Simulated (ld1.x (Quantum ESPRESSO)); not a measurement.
**Logarithmic derivatives: Li, PAW**

ld1.x (Quantum ESPRESSO) 7.5 input, shortened:

```
&input
   title='Li', zed=3., rel=1, dft='PBE', iswitch=3,
   config='[He] 2s0 2p1 3d-2'
 /
 &inputp
   pseudotype=3, lpaw=.true., tm=.true., lloc=-2, rcloc=1.65,
   nlcc=.false.,
   which_augfun='BESSEL', rmatch_augfun=1.10
 /
6
1S  1  0   2.00   0.00  0.95  1.05  0.0
2S  2  0   0.00   0.00  0.95  1.05  0.0
2P  2  1   1.00   0.00  3.75  4.60  0.0
2P  2  1   0.00   2.85  3.75  4.60  0.0
3D  3  2  -2.00   0.20  3.00  4.20  0.0
3D  3  2  -2.00   2.20  3.00  4.20  0.0
 &test
   configts(1)='1s2 2s0 2p1'
 /
```

The phase is arctan(r·u′/u) with u = r·R(r), unwrapped; energies in Ry, scanned from -6 to 5 Ry. A pole is an energy at which the radial function vanishes at the test radius. The pseudo phase is shifted by a multiple of π to meet the all-electron one at the reference energy, and phase errors are pseudo minus all-electron; the curves can meet again beyond the range given. Levels narrower than the energy grid can be missing from the lists of poles.

Q: For each channel, where are the poles, and over which energies does the pseudopotential scatter like the atom?

A:

| channel | radius (bohr) | reference energy (Ry) | poles, all-electron | poles, pseudo | unbroken range about the reference energy with phases within 0.05 rad | phase error 1 Ry above the reference energy (rad) |
| --- | --- | --- | --- | --- | --- | --- |
| s | 4.99 | -0.25 | -0.06, 1.48, 3.97 | -0.06, 1.48, 3.98 | the whole range | +0.001 |
| p | 4.99 | -0.11 | 0.12, 1.41, 3.58 | -0.27, 0.54, 3.47 | -0.1 to -0.1 | +2.752 |
| d | 4.99 | 0.20 | 0.83, 2.64 | 0.84, 2.64, 2.77 | below 1.5 | +0.013 |

Note: ghost state, extra bound levels that the all-electron valence spectrum of the same l lacks: p at -4.3 eV. A true bound ghost makes a file unfit for plane-wave use.

Phases in the p channel:

```json
{"E (Ry)": "-6.00", "all-electron": "1.488", "pseudo": "4.629"}
{"E (Ry)": "-5.74", "all-electron": "1.486", "pseudo": "4.627"}
{"E (Ry)": "-5.48", "all-electron": "1.484", "pseudo": "4.625"}
{"E (Ry)": "-5.22", "all-electron": "1.482", "pseudo": "4.623"}
{"E (Ry)": "-4.96", "all-electron": "1.479", "pseudo": "4.620"}
{"E (Ry)": "-4.70", "all-electron": "1.477", "pseudo": "4.618"}
{"E (Ry)": "-4.44", "all-electron": "1.474", "pseudo": "4.615"}
{"E (Ry)": "-4.18", "all-electron": "1.471", "pseudo": "4.612"}
{"E (Ry)": "-3.92", "all-electron": "1.467", "pseudo": "4.608"}
{"E (Ry)": "-3.66", "all-electron": "1.464", "pseudo": "4.604"}
{"E (Ry)": "-3.40", "all-electron": "1.459", "pseudo": "4.600"}
{"E (Ry)": "-3.14", "all-electron": "1.454", "pseudo": "4.595"}
{"E (Ry)": "-2.88", "all-electron": "1.449", "pseudo": "4.589"}
{"E (Ry)": "-2.62", "all-electron": "1.443", "pseudo": "4.582"}
{"E (Ry)": "-2.36", "all-electron": "1.435", "pseudo": "4.573"}
{"E (Ry)": "-2.10", "all-electron": "1.426", "pseudo": "4.563"}
{"E (Ry)": "-1.84", "all-electron": "1.415", "pseudo": "4.550"}
{"E (Ry)": "-1.58", "all-electron": "1.402", "pseudo": "4.532"}
{"E (Ry)": "-1.32", "all-electron": "1.383", "pseudo": "4.507"}
{"E (Ry)": "-1.06", "all-electron": "1.357", "pseudo": "4.467"}
{"E (Ry)": "-0.80", "all-electron": "1.315", "pseudo": "4.388"}
{"E (Ry)": "-0.54", "all-electron": "1.232", "pseudo": "4.134"}
{"E (Ry)": "-0.28", "all-electron": "0.927", "pseudo": "1.635"}
{"E (Ry)": "-0.02", "all-electron": "-1.251", "pseudo": "-1.131"}
{"E (Ry)": "0.24", "all-electron": "-1.699", "pseudo": "-1.466"}
{"E (Ry)": "0.50", "all-electron": "-2.069", "pseudo": "-1.561"}
{"E (Ry)": "0.76", "all-electron": "-4.001", "pseudo": "-1.615"}
{"E (Ry)": "1.02", "all-electron": "-4.542", "pseudo": "-1.657"}
{"E (Ry)": "1.28", "all-electron": "-4.673", "pseudo": "-1.699"}
{"E (Ry)": "1.54", "all-electron": "-4.749", "pseudo": "-1.754"}
{"E (Ry)": "1.80", "all-electron": "-4.826", "pseudo": "-1.848"}
{"E (Ry)": "2.06", "all-electron": "-4.962", "pseudo": "-2.092"}
{"E (Ry)": "2.32", "all-electron": "-5.645", "pseudo": "-3.343"}
{"E (Ry)": "2.58", "all-electron": "-7.454", "pseudo": "-4.352"}
{"E (Ry)": "2.84", "all-electron": "-7.698", "pseudo": "-4.556"}
{"E (Ry)": "3.10", "all-electron": "-7.779", "pseudo": "-4.641"}
{"E (Ry)": "3.36", "all-electron": "-7.824", "pseudo": "-4.694"}
{"E (Ry)": "3.62", "all-electron": "-7.859", "pseudo": "-4.737"}
{"E (Ry)": "3.88", "all-electron": "-7.891", "pseudo": "-4.781"}
{"E (Ry)": "4.14", "all-electron": "-7.927", "pseudo": "-4.840"}
{"E (Ry)": "4.40", "all-electron": "-7.981", "pseudo": "-4.955"}
{"E (Ry)": "4.66", "all-electron": "-8.099", "pseudo": "-5.387"}
{"E (Ry)": "4.92", "all-electron": "-8.737", "pseudo": "-7.176"}
```
